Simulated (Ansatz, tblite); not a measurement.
Removing an electron: (MgS)2 ring (Mg2S2). Charge 0, multiplicity 1. Geometry: PBE-D4/def2-TZVP. Ansatz, gas phase; energy differences of separate SCF runs; the oxidised species was run as a doublet alone.

```
atom    x (Å)    y (Å)    z (Å)
 Mg1   1.2677   0.2595   0.2407
  S2  -0.5147   1.2532   1.3595
 Mg3  -1.2677  -0.2595  -0.2407
  S4   0.5147  -1.2532  -1.3595
```

The xTB rows come from tblite. Correlated methods freeze 12 core orbitals; core or outer-core shells of Mg are correlated, in sets that lack core-valence functions. In CCSD on the charge 1 doublet the largest single amplitude is 0.29, so its Hartree–Fock determinant may place the open shell otherwise than the density functionals do.

(1) Estimate orbital energies and vertical ionisation energies at: GFN1-xTB; GFN2-xTB; HF/def2-TZVPP; PBE-D4/def2-TZVP; r2SCAN-D4/def2-TZVP; PBE0-D4/def2-TZVP; MP2/def2-TZVPP; CCSD/def2-TZVPP; CCSD(T)/def2-TZVPP.

## Answers

(1) 
```tsv
level	−HOMO (eV)	vertical IE (eV)	−LUMO (eV)	HOMO–LUMO gap (eV)
GFN1-xTB	10.09	13.64	8.03	2.06
GFN2-xTB	9.73	12.73	8.26	1.47
HF/def2-TZVPP	–	7.07	–	–
PBE-D4/def2-TZVP	5.08	7.74	3.31	1.77
r2SCAN-D4/def2-TZVP	5.26	7.80	2.96	2.31
PBE0-D4/def2-TZVP	6.11	7.91	2.67	3.44
MP2/def2-TZVPP	–	8.25	–	–
CCSD/def2-TZVPP	–	7.99	–	–
CCSD(T)/def2-TZVPP	–	8.02	–	–
```

Relaxing the oxidised species (PBE-D4/def2-TZVP) changes its energy by -0.09 eV at PBE-D4/def2-TZVP, so the adiabatic ionisation energy to this nearest minimum is 7.64 eV. At PBE0-D4/def2-TZVP it is 7.82 eV.    Raw xTB energy differences between charge states are shifted by several eV; the methods need an empirical correction for them.
